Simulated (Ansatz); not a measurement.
A made-up structure of CH₄SiTe, closed shell:

```
atom    x (Å)    y (Å)    z (Å)
  C1  -1.3710   0.5906  -0.3247
 Si2   0.1994   0.2059   0.1942
 Te3   1.1862  -2.0408  -0.0025
  H4  -2.0230  -0.1122  -0.8281
  H5  -0.4341   0.0974   1.4604
  H6   1.0862   1.1839   0.8617
  H7   2.6970  -1.4103   0.2559
```

It is relaxed with PBE-D4/def2-SVP and then PBE0-D4/def2-TZVP (Ansatz 0.2.0). Atoms count as bonded within 1.22 times the sum of their covalent radii (H–H: 0.88 Å). The end point is not checked to be a true minimum.

(1) Does its bonding change? (Judge from chemistry; the calculation decides.)

Answers

(1) Computed: Yes. Formed: C1–H5; broken: Si2–H5.

Where it ends: The first stage lowers the energy by 3.82 eV in 17 steps. It ends as CH₄SiTe ([CH2][SiH][TeH]):
| atom | x (Å) | y (Å) | z (Å) |
| --- | --- | --- | --- |
| C1 | -1.2581 | 0.2891 | 0.1933 |
| Si2 | 0.4039 | -0.0067 | 0.3740 |
| Te3 | 1.5438 | -2.0151 | -0.4813 |
| H4 | -1.9386 | -0.3917 | -0.3023 |
| H5 | -1.6949 | 1.2012 | 0.5845 |
| H6 | 1.3189 | 0.9324 | 1.0585 |
| H7 | 2.9658 | -1.4947 | 0.1903 |

Labels in which every atom is bracketed show which atoms are joined, not bond orders.

For scale, one of the runs: PBE0-D4/def2-TZVP relaxation, 142 basis functions, launched by `ansatz run in.yaml --threads 2 --pin off --events-out ev --progress --plain --max-ram 4352MiB`. The run took about 16 s on 2 CPU threads of an INTEL XEON PLATINUM 8581C (shared host).
